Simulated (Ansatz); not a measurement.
System: C₂H₇ClSi₂ (charge 0, singlet). 
Geometry from a B3LYP-D3(BJ)/def2-TZVP (Ansatz, a quantum-chemistry and plane-wave program) optimisation:
```
Si
H 1 1.4841
H 1 1.4847 2 109.34
C 1 1.8614 2 111.28 3 -121.27
C 4 1.3318 1 123.88 2 125.52
H 5 1.0848 4 121.95 1 -1.62
H 5 1.0849 6 115.98 4 179.90
H 4 1.0873 5 118.31 6 -179.77
Si 1 2.3451 2 107.65 3 119.24
H 9 1.4806 1 112.27 2 -176.01
H 9 1.4810 10 108.78 1 -126.37
Cl 9 2.0838 10 107.28 11 -115.91
```
Charge 0, spin multiplicity 1.

Wanted: atomisation energy (electronic, to ground-state atoms), in eV. Cores are frozen in the correlated levels unless marked. UHF or UKS for open shells. Spin-orbit coupling is left out. No relativistic terms. The coupled-cluster limit lacks core correlation, which all-electron functionals hold. CBS marks a two-point X^-3 extrapolation of the correlation energy; Hartree-Fock from the larger set.

| level | program | atomisation energy (eV) |
|---|---|---|
| BLYP/def2-TZVPD | Ansatz | 42.23 |
| revPBE-D4/def2-TZVPD | Ansatz + dftd4 | 42.84 |
| revPBE/def2-TZVPD | Ansatz | 42.00 |
| PBE0/def2-SVP | Ansatz | 42.97 |
| PBE0-D3(BJ)/def2-TZVPD | Ansatz + dftd3 | 43.29 |
| BHLYP-D3(BJ)/def2-TZVPD | Ansatz + dftd3 | 42.58 |
| BHLYP/def2-TZVPD | Ansatz | 42.10 |
| CAM-B3LYP/def2-TZVPD | Ansatz | 43.03 |
| B2GP-PLYP-D4/def2-TZVPD | Ansatz + dftd4 | … |
| SCS-MP2/cc-pV(D+d)Z | Ansatz | 40.08 |
| CCSD/STO-3G | Ansatz | 48.06 |
| CCSD/aug-cc-pV(Q+d)Z | Ansatz | 42.39 |
| CCSD/cc-pV(Q+d)Z | Ansatz | 42.31 |
| CCSD(T)/CBS(aug-cc-pV(T+d)Z,aug-cc-pV(Q+d)Z) | Ansatz | … |

### Question
Fill in the missing entries.

### Answer

- B2GP-PLYP-D4/def2-TZVPD, atomisation energy (eV): 42.68
- CCSD(T)/CBS(aug-cc-pV(T+d)Z,aug-cc-pV(Q+d)Z), atomisation energy (eV): 43.39
